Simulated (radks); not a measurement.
The numbers below are computed, except where a source is named.
Charge is removed step by step from the 3s level of the manganese ion Mn+, starting from [Ar] 3d5 4s1. Level of theory: non-relativistic Kohn-Sham, SCAN, spin-unpolarised, spherical densities, point nucleus; meta-GGA in the generalised Kohn-Sham scheme (a radial shooting solver on a logarithmic mesh with Libxc functionals).

removed (e),E - E(0) (eV),eigenvalue (eV),E minus straight line (eV)
0,0.000,-95.660,0.000
0.1,9.658,-97.304,-0.776
0.2,19.466,-98.983,-1.402
0.3,29.478,-100.69,-1.823
0.4,39.604,-102.43,-2.131
0.5,49.964,-104.20,-2.205
0.6,60.473,-105.99,-2.129
0.7,71.164,-107.81,-1.872
0.8,82.035,-109.65,-1.434
0.9,93.093,-111.51,-0.811
1,104.34,-113.38,0.000

Removing the whole electron costs 104.34 eV by Delta-SCF, against 95.660 eV from minus the eigenvalue at the starting occupation. Slater's transition state (half an electron removed) gives 104.20 eV. Integrating minus the eigenvalue over the occupation (Janak's theorem) gives 104.31 eV. The mean slope of the eigenvalue, de/dn, is 17.7 eV per electron.
